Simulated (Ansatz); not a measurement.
Input for Ansatz (an electronic-structure program): U-SVWN5/def2-TZVPP on O2Ru (SMILES [O]=[Ru]=[O]), 2S+1 = 5, a spin state set in the input, which need not be the lowest. Elements past Kr take the def2 small-core potentials; no spin–orbit coupling.

Ansatz 0.2 input:
```yaml
crystal:
  periodic: [false, false, false]
  atoms:
    - {symbol: Ru, position_ang: [0.38132783, -0.13403626, 0.42432486]}
    - {symbol: O, position_ang: [0.90135977, 0.26313106, -1.16124040]}
    - {symbol: O, position_ang: [-1.31595632, -0.08182319, 0.66659592]}
basis:
  gaussian:
    orbitals: def2-TZVPP
hamiltonian:
  xc: {name: SVWN5}
magnetization: {spin_polarized: true, initial_magnetization: 4}
```

**Question.** Predict the final total energy.

**Answer.** -244.1489 hartree.
